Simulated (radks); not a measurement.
Q: The mean radii <r> (bohr) of the occupied orbitals of an atom or ion are listed with their occupations. All-electron calculation, Dirac Kohn-Sham, exchange-only PBE, spin-unpolarised, spherical densities, finite nucleus; Fermi nuclear charge, rms radius of each element as measured or else 0.836 A^(1/3) + 0.57 fm. Program: a radial shooting solver on a logarithmic mesh with Libxc functionals.

orbital  occ.      <r>
1s1/2       2  0.03344
2s1/2       2   0.1442
2p1/2       2   0.1226
2p3/2       4   0.1273
3s1/2       2   0.3668
3p1/2       2   0.3534
3p3/2       4   0.3612
3d3/2       1   0.3209

Name the element and its charge. Open shells, if any, fill j = l - 1/2 first.

A: Z = 44, ruthenium, charge +25: Ru25+ in [Ar] 3d1. The 1s radius gives Z: for a bare nucleus <r> = (2 gamma + 1)/(2Z) with gamma = sqrt(1 - (Z/c)^2), 0.03289 bohr for Z = 44, and screening makes it slightly larger (0.03344 here). The occupations add up to 19, and the charge is Z minus that.
